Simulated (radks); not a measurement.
All-electron atom: Tc5+ in [Kr] 4d2.

All-electron calculation, Dirac Kohn-Sham, PBE, spin-unpolarised, spherical densities, finite nucleus; open shells fill j = l - 1/2 first; Fermi nuclear charge, rms radius 4.4112 fm. Program: a radial shooting solver on a logarithmic mesh with Libxc functionals.

Energy parts (eV):
| part | energy |
|---|---|
| total | -116483.826 |
| kinetic | 121006.519 |
| electron-nucleus | -279012.303 |
| Hartree | 44963.183 |
| exchange-correlation | -3441.225 |

Orbitals (lengths in bohr, moments of r in powers of bohr):
| orbital | occ. | eigenvalue (eV) | <r> |
|---|---|---|---|
| 1s1/2 | 2 | -20923.30 | 0.03428 |
| 2s1/2 | 2 | -3041.447 | 0.1492 |
| 2p1/2 | 2 | -2809.722 | 0.1271 |
| 2p3/2 | 4 | -2691.476 | 0.1318 |
| 3s1/2 | 2 | -583.7351 | 0.4149 |
| 3p1/2 | 2 | -494.7058 | 0.4087 |
| 3p3/2 | 4 | -474.9006 | 0.4193 |
| 3d3/2 | 4 | -317.5207 | 0.3964 |
| 3d5/2 | 6 | -313.7086 | 0.3998 |
| 4s1/2 | 2 | -135.7484 | 1.034 |
| 4p1/2 | 2 | -108.9352 | 1.108 |
| 4p3/2 | 4 | -105.7254 | 1.133 |
| 4d3/2 | 2 | -64.3975 | 1.371 |
| 4d5/2 | 0 | -63.9682 | 1.379 |

The highest occupied level is 4d3/2 at -64.398 eV. The density falls to 0.001 e/bohr^3 at r = 2.82 bohr. Summed over all electrons, <r^2> = 19.06 bohr^2, which gives a Langevin (diamagnetic) susceptibility term of -15.1 x 10^-6 cm^3/mol. For comparison, the ionisation energy in NIST's Atomic Spectra Database is 72 eV (theoretical). In exact Kohn-Sham theory the highest level is minus the ionisation energy, but local and semilocal functionals leave it too shallow, through self-interaction and a potential that decays too fast; potentials with the right tail come closer.

Beside tabulated values, note that spin-unpolarised runs miss the spin-polarisation part of the exchange energy of open shells.
